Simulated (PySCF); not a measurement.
**Peak assignment**

Bonds (- single, = double, # triple, : aromatic): O1=C2 1.156 Å, C2=N3 1.192 Å, N3-C4 1.371 Å, C4:C5 1.394 Å, C5:C6 1.382 Å, C6:C7 1.385 Å, C7:C8 1.384 Å, C8-F9 1.347 Å, C8:C10 1.381 Å, C10:C4 1.391 Å. C5 carries H11; C6 carries H12; C7 carries H13; C10 carries H14.

One conformer, non-relativistic, no solvent. NMR shieldings at PBE0/pcSseg-1/GIAO; coordinates at the GFN2-xTB level; PySCF.

δ = σ(ref) − σ, references computed at the same level: TMS for 13C (186.93 ppm) and 1H (31.72 ppm).

(1) Assign these signals to the numbered atoms. 13C{1H} NMR (computed): δ 173.9 (C), 140.0 (C), 136.5 (CH), 127.9 (CH), 126.9 (C), 118.1 (CH), 117.8 (CH).

(2) Assign these signals to the numbered atoms. 1H NMR (400 MHz, computed): δ 7.59 (m, 1H), 7.14 (m, 1H), 7.11 (m, 1H), 7.09 (d, 1H).

Answers

(1) 
173.9 → C8, aromatic carbon bearing fluorine: an ipso carbon deshielded by its heteroatom
140.0 → C4, aromatic carbon bearing nitrogen: an ipso carbon deshielded by its heteroatom
136.5 → C6, aromatic CH: the aromatic region
127.9 → C5, aromatic CH
126.9 → C2, central carbon of a heterocumulene
118.1 → C10, aromatic CH
117.8 → C7, aromatic CH

C5 and C2; C10 and C7 lie closer than the usual error of such a calculation, so a measured spectrum could show them in the other order.

(2) 
| δ (ppm) | atoms | environment | reason |
| --- | --- | --- | --- |
| 7.59 | H12 | hydrogen on an aromatic CH | ring-current deshielding |
| 7.14 | H13 | hydrogen on an aromatic CH | – |
| 7.11 | H14 | hydrogen on an aromatic CH | – |
| 7.09 | H11 | hydrogen on an aromatic CH | – |

H13 and H14; H14 and H11 lie closer than the usual error of such a calculation, so a measured spectrum could show them in the other order.

Splittings by 19F in the carbon and heteronuclear signals aren't shown, as no couplings were computed. Shifts are as computed. Against solution values, carbons near 30 ppm lie about +3 ppm off and those near 130 ppm about +5 ppm. Of 1211 compounds with measured shifts, 218 miss one by over three times the rms of a fit or turn the order of signals round; such compounds aren't used in these exercises. Multiplicities follow the n + 1 count of equivalent neighbours, as no J values were calculated; m marks all less simple cases, F and P coupling included.
